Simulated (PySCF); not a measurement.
Predicted microwave data (PBE0-D3(BJ)/def2-SVP geometry optimisation, gas phase (PySCF)) for one isomer of CH7BN2:

```
Rotational constants : A = 8676, B = 7936, C = 4255 MHz
Dipole components    : |μa| = 1.25 D, |μb| = 0.06 D, |μc| = 0.04 D
Inertial defect      : -3.15 u·Å²
κ                    : 0.67
```

Question: Which candidate fits, each taken in the one conformer that was computed?
A. `CB(N)N`
B. `[CH3:1][NH:2][BH:3][NH2:4]` with C1–N2–B3–N4 180°

Answer: A. It is CB(N)N, an asymmetric top. The candidates at the same level (rigid rotor, commonest isotopes):

| SMILES | A (MHz) | B (MHz) | C (MHz) | μa (D) | μb (D) | μc (D) | Δ (u·Å²) | point group | rotor |
| --- | --- | --- | --- | --- | --- | --- | --- | --- | --- |
| CB(N)N | 8676 | 7936 | 4255 | 1.25 | 0.06 | 0.04 | -3.15 | near Cs | asymmetric top |
| CNBN | 37526 | 3779 | 3509 | 0.43 | 1.53 | 0.00 | -3.20 | Cs | near-prolate asymmetric top |

`CNBN` has A 333 % too high. No structure here is proved a minimum.
